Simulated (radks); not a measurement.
Values are calculated unless marked as measured or tabulated.
Ta III, 71 electrons, occupied as [Xe] 4f14 5d3. Level of theory: scalar-relativistic Kohn-Sham, LDA (Slater exchange, VWN5 correlation), spin-polarised, spherical densities, finite nucleus; open shells are filled with parallel spins first (spin-orbit coupling, left out, can overturn this in heavy ions); Fermi nuclear charge, rms radius 5.3507 fm (a radial shooting solver on a logarithmic mesh with Libxc functionals).

X-ray form factor f0, the Fourier transform of the density (f0(0) = 71):

sin(theta)/lambda (1/angstrom)  f0 (electrons)
0.05                                    70.258
0.1                                     68.204
0.15                                    65.249
0.2                                     61.828
0.25                                    58.270
0.3                                     54.775
0.4                                     48.352
0.5                                     42.841
0.6                                     38.156
0.8                                     30.640
1                                       25.023
1.25                                    20.206
1.5                                     17.198
2                                       13.612
